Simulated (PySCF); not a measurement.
SeBrI, SMILES Br[Se]I.

The structure is a stationary point at B3LYP-D3(BJ)/def2-SVP. The def2 effective core potentials stand for the cores of I; spin–orbit coupling is left out.

These are TDDFT-ωB97X/def2-SVPD (PySCF) values and carry that method's errors.

Vertical excitations. Gas-phase values at a fixed geometry. State labels are in the subgroup Cs.

| state | symmetry | energy (eV) | λ (nm) | f | main pairs |
|---|---|---|---|---|---|
| S1 | A" | 2.09 | 594 | 0.001 | HOMO→LUMO 98 % |
| S2 | A" | 2.65 | 468 | 0.000 | HOMO→LUMO+1 91 % |
| S3 | A' | 3.48 | 356 | 0.004 | HOMO−1→LUMO 87 % |
| S4 | A" | 3.98 | 311 | 0.000 | HOMO−2→LUMO 88 % |
| S5 | A' | 4.24 | 292 | 0.016 | HOMO−3→LUMO 51 %, HOMO−3→LUMO+1 38 % |
| S6 | A" | 4.82 | 257 | 0.001 | HOMO−2→LUMO+1 62 %, HOMO−4→LUMO 24 % |
| S7 | A' | 4.88 | 254 | 0.003 | HOMO−1→LUMO+1 67 %, HOMO−3→LUMO 24 % |
| S8 | A" | 5.63 | 220 | 0.001 | HOMO−4→LUMO 50 %, HOMO−2→LUMO+1 29 %, HOMO−4→LUMO+1 16 % |
| S9 | A' | 5.69 | 218 | 0.229 | HOMO−3→LUMO+1 53 %, HOMO−3→LUMO 20 %, HOMO−1→LUMO+1 12 % |
| S10 | A" | 6.22 | 199 | 0.001 | HOMO−4→LUMO+1 71 %, HOMO−4→LUMO 20 % |
| T1 | A" | 1.50 | 826 | 0 | HOMO→LUMO 94 % |
| T2 | A" | 2.05 | 604 | 0 | HOMO→LUMO+1 87 % |
| T3 | A' | 2.89 | 428 | 0 | HOMO−1→LUMO 88 % |
| T4 | A" | 3.49 | 355 | 0 | HOMO−2→LUMO 78 % |
Triplets are in the Tamm–Dancoff approximation, which puts them higher than full response would, so one can lie above its singlet here.
